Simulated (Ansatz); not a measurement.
Abridged output of a molecular run in Ansatz:

```
Functional definition: HF
1142 factors; integrals over basis functions are off by at most 1.1e-3 eV
mean field evaluation 1: about -14229.1837 eV, gradient 4.1e1 eV
mean field evaluation 2: about -14229.1858 eV, gradient 4.1e1 eV
mean field evaluation 4: about -14232.8868 eV, gradient 3.3e0 eV
mean field evaluation 8: about -14232.9219 eV, gradient 1.2e-4 eV
mean field -14232.92185435 eV, -523.0502307266 hartree, gradient 1.5e-6 eV, S^2 0.000000; 0 other end points of the search recorded, 0 dependent functions left out
9 core orbitals not correlated: weight in the atoms' cores, before any rotation towards them, 1.000 or more for the frozen orbitals, at most 0.000 for the correlated occupied ones
reference -14232.92185435 eV, -523.0502307266 hartree; 16, 16 occupied and 89, 89 virtual orbitals, 1142 factors
second order -20.19597448 eV of doubles, -0.00000000 eV of singles
cycle   1  -21.06312483 eV  change   -8.7e-1 eV  update   9.1e-2
cycle   2  -21.53477795 eV  change   -4.7e-1 eV  update   2.6e-2
cycle   3  -21.64366999 eV  change   -1.1e-1 eV  update   1.3e-2
cycle   4  -21.64360500 eV  change    6.5e-5 eV  update   2.7e-3
cycle   5  -21.64292906 eV  change    6.8e-4 eV  update   9.7e-4
cycle   6  -21.64307566 eV  change   -1.5e-4 eV  update   3.0e-4
cycle   7  -21.64298224 eV  change    9.3e-5 eV  update   9.9e-5
cycle   8  -21.64294779 eV  change    3.4e-5 eV  update   3.1e-5
perturbative correction -0.50539039 eV, -0.0185727542 hartree
Total energy: -14255.07019253 eV, -523.8641671419 hartree
```

Its atoms:

Z-matrix (Å, degrees):
```
C
C 1 1.527
H 1 1.093 2 111.4
H 1 1.092 2 111.3 3 -119.7
H 1 1.093 2 111.5 3 120.0
Si 2 1.859 1 113.9 3 60.0
H 2 1.095 1 110.8 3 -61.6
H 2 1.097 1 110.2 3 -178.4
F 6 1.611 2 106.7 1 51.6
N 6 1.701 2 110.2 1 175.2
H 6 1.484 2 114.1 1 -63.8
H 10 1.007 6 121.7 2 -44.0
H 10 1.007 6 121.3 2 164.6
```

Problem. Which basis set was used?
A. def2-QZVPP
B. cc-pV(Q+d)Z
C. def2-SVP
D. def2-SVPD

Solution. C. It gives 114 functions.

Problem. Write the keys of the input that set method, charge and spin (a neutral closed shell needs none for the last two).

Solution. 
```yaml
correlation: {method: ccsd_t}
```
